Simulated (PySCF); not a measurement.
**In₃: from structure and modes to constants**

Level of theory: PySCF, UPBE0, basis In def2-TZVP with ECP28 (scalar-relativistic core potentials, no spin–orbit coupling, density fitting).

The quartet minimum has C2v symmetry. Masses (u): In 114.90388.

```xyz
3
charge 0 multiplicity 4, angstrom
In    0.7751   -1.7615    0.0000
In   -1.5608    0.0047    0.0000
In    0.7857    1.7569    0.0000
```

Harmonic wavenumbers (cm⁻¹): 42.5 (a1, ×1), 115.7 (b2, ×1), 124.5 (a1, ×1).

Problem. Find the principal moments of inertia and the rotational constants. What kind of rotor is it?

Solution. About the centre of mass I = 419.88, 711.21, 1131.1 u Å². With B = 16.8576/I this gives 0.04015, 0.0237, 0.0149 cm⁻¹. The molecule is an asymmetric top with κ = -0.30.

Problem. What is the harmonic zero-point energy?

Solution. Half the sum of all 3 wavenumbers, 283/2 = 141 cm⁻¹, which is 1.7 kJ/mol (1 cm⁻¹ = 0.0119627 kJ/mol).

Problem. Find the vibrational entropy and heat capacity at 298.15 K.

Solution. With u = 1.43878 ω/T, each mode gives S = R[u/(eᵘ−1) − ln(1−e⁻ᵘ)] and C = R u² eᵘ/(eᵘ−1)².
```csv
ω (cm⁻¹),u,S (J/(mol K)),C (J/(mol K))
42.5,0.205,21.50,8.29
115.7,0.558,13.27,8.10
124.5,0.601,12.67,8.07
```
The sums over all modes are S = 47.4 and C = 24.5 J/(mol K); the softest mode gives 45 % of the entropy.

Only a few start shapes were tried, so a lower isomer may exist. No spin–orbit coupling is included, which matters more the heavier the element.
